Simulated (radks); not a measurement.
Problem. The fluorine anion F-, [Ne], held by a Watson sphere: a shell of charge +1.05 at radius R that stands for the Madelung well of a crystal (potential energy -1.05/R inside, -1.05/r outside, in hartree with lengths in bohr). All-electron calculation, non-relativistic Kohn-Sham, LDA (Slater exchange, VWN5 correlation), spin-polarised, spherical densities, point nucleus. Program: a radial shooting solver on a logarithmic mesh with Libxc functionals. Response by self-consistent Sternheimer equations with the Hartree and adiabatic LDA kernel. The sphere does not respond.

| R (bohr) | e(1s) (eV) | e(2s) (eV) | e(2p) (eV) | <r> 2p (bohr) | sum of <r^2> (bohr^2) | X-ray form factor at sin(theta)/lambda = 0.3 1/angstrom | alpha (bohr^3) |
|---|---|---|---|---|---|---|---|
| 1.7 | -654.56 | -28.925 | -10.840 | 1.189 | 14.19 | 5.147 | 6.345 |
| 2.08 | -653.97 | -27.518 | -9.604 | 1.223 | 15.07 | 5.087 | 7.896 |
| 2.24 | -653.67 | -27.002 | -9.129 | 1.235 | 15.39 | 5.073 | 8.593 |
| 2.85 | -652.50 | -25.372 | -7.573 | 1.268 | 16.39 | 5.047 | 11.38 |
| 2.88 | -652.45 | -25.303 | -7.506 | 1.269 | 16.43 | 5.046 | 11.52 |
| 3.16 | -651.95 | -24.708 | -6.920 | 1.280 | 16.78 | 5.042 | 12.82 |
| 3.61 | -651.23 | -23.891 | -6.109 | 1.293 | 17.26 | 5.039 | 14.90 |

Estimate the row for R = 2.15 bohr.

Solution. e(1s) (eV) -653.84; e(2s) (eV) -27.287; e(2p) (eV) -9.393; <r> 2p (bohr) 1.228; sum of <r^2> (bohr^2) 15.22; X-ray form factor at sin(theta)/lambda = 0.3 1/angstrom 5.080; alpha (bohr^3) 8.198.
